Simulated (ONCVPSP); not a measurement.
**Which change was made? (Li, ONCV)**

Li, optimised norm-conserving Vanderbilt (ONCV), made with ONCVPSP 4.0.1 (PBE, scalar-relativistic). Core none, reference 1s2 2s1. Waves: 1s+2s: rc 1.15 bohr, ncon 4, nbas 8, qcut 10.8 1/bohr, 2 projectors; p scattering state at 0.05 Ha: rc 1.10 bohr, ncon 4, nbas 8, qcut 7.2 1/bohr, 2 projectors, debl 3.6 Ha. Local part: polynomial inside 1.05 bohr (lpopt 5, dvloc0 0 Ha). Core correction: none.

Cutoffs, loose and tight: the cutoffs (Ha) at which the residual kinetic energy of the hardest occupied pseudo-wave falls to 1 and 0.1 mHa per electron. They do not see the model core or the augmentation charge, which bear on the density cutoff. Test errors are all-electron minus pseudo excitation energies from the reference, over the configurations 1s2 2s0; 1s2 2s0.5; 1s2 2s0 2p1; 1s1 2s1; variants that change the core or the reference have their own tests.

The base gives: outcome: generated; cutoff, loose: 41 Ha; cutoff, tight: 48 Ha; bound ghosts: none; GHOST(+) flags above zero: none; largest test error (meV): +841.

Q: After one change the result is: outcome: generated; cutoff, loose: 29 Ha; cutoff, tight: 34 Ha; bound ghosts: none; GHOST(+) flags above zero: none; largest test error (meV): +1611. Which change was it?
A. all radii scaled by about 1.31 (s 1.50, p 1.44 bohr); local potential polynomial inside 1.38 bohr (lpopt 5, dvloc0 0 Ha)
B. all radii scaled by about 0.87 (s 1.00, p 0.96 bohr); local potential polynomial inside 0.92 bohr (lpopt 5, dvloc0 0 Ha)
C. all radii scaled by about 1.16 (s 1.32, p 1.28 bohr); local potential polynomial inside 1.22 bohr (lpopt 5, dvloc0 0 Ha)

A: A. The others give: all radii scaled by about 1.16 (s 1.32, p 1.28 bohr); local potential polynomial inside 1.22 bohr (lpopt 5, dvloc0 0 Ha) → outcome: generated; cutoff, loose: 36 Ha; cutoff, tight: 43 Ha; bound ghosts: none; GHOST(+) flags above zero: none; largest test error (meV): +1118 | all radii scaled by about 0.87 (s 1.00, p 0.96 bohr); local potential polynomial inside 0.92 bohr (lpopt 5, dvloc0 0 Ha) → outcome: generated; cutoff, loose: 46 Ha; cutoff, tight: 54 Ha; bound ghosts: none; GHOST(+) flags above zero: none; largest test error (meV): +631.
